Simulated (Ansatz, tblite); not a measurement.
Removing and adding an electron: Sn₁₀OH₁₄. Charge 0, multiplicity 1. Geometry: PBE-D4/def2-SVP. Ansatz, gas phase; energy differences of separate SCF runs; the oxidised species was run as a doublet alone; the reduced species was run as a doublet alone.

```xyz
25

Sn    0.7016    2.6752   -1.4244
Sn   -2.1906    1.4578    1.9323
Sn   -2.3500   -0.6947   -2.1572
Sn    2.1331   -1.6716   -1.8194
Sn   -0.7558   -2.9003    1.5422
Sn    2.2840    0.4557    2.2872
Sn   -1.9007    1.7622   -0.8533
Sn    2.5659    0.7785   -0.4977
Sn   -0.3270   -0.4301    2.9063
Sn   -0.4747   -2.6199   -1.2841
O    -1.1741   -4.5192    2.4032
H     0.9763    4.2068   -0.6540
H     0.8895    2.9056   -3.1352
H    -1.9150    2.9819    2.7201
H    -3.8024    0.9481    2.3254
H    -2.1979   -0.4866   -3.8750
H    -3.9594   -1.2610   -1.8384
H     2.3167   -1.4525   -3.5330
H     3.3018   -2.8511   -1.3139
H     2.5824    1.9683    3.0876
H     3.4459   -0.6886    2.8815
H    -3.0739    2.9199   -1.4167
H     4.1852    1.3218   -0.8393
H    -0.5122   -0.6560    4.6214
H    -0.7489   -4.1501   -2.0655
```

In the def2 sets Sn takes a core potential; there is no spin–orbit coupling. The xTB rows come from tblite. Single mean-field runs in def2-TZVP are fitted with def2-universal-jkfit.

```tsv
level	−HOMO (eV)	vertical IE (eV)	−LUMO (eV)	vertical EA (eV)	HOMO–LUMO gap (eV)	IE − EA (eV)
GFN1-xTB	10.62	12.34	9.09	7.52	1.53	4.82
GFN2-xTB	10.67	12.26	9.65	8.18	1.02	4.08
PBE-D4/def2-TZVP	5.34	7.30	3.52	1.88	1.82	5.42
PBE0-D4/def2-TZVP	6.43	7.37	2.90	1.89	3.52	5.48
ωB97X-V/def2-TZVP	8.37	7.45	1.17	1.71	7.21	5.74
```

Relaxing the reduced species (PBE-D4/def2-SVP) changes its energy by -0.83 eV at PBE-D4/def2-TZVP, so the adiabatic electron affinity to this nearest minimum is 2.71 eV. At PBE0-D4/def2-TZVP it is 2.66 eV.   Raw xTB energy differences between charge states are shifted by several eV; the methods need an empirical correction for them. Sets without diffuse functions give affinities that are too small.
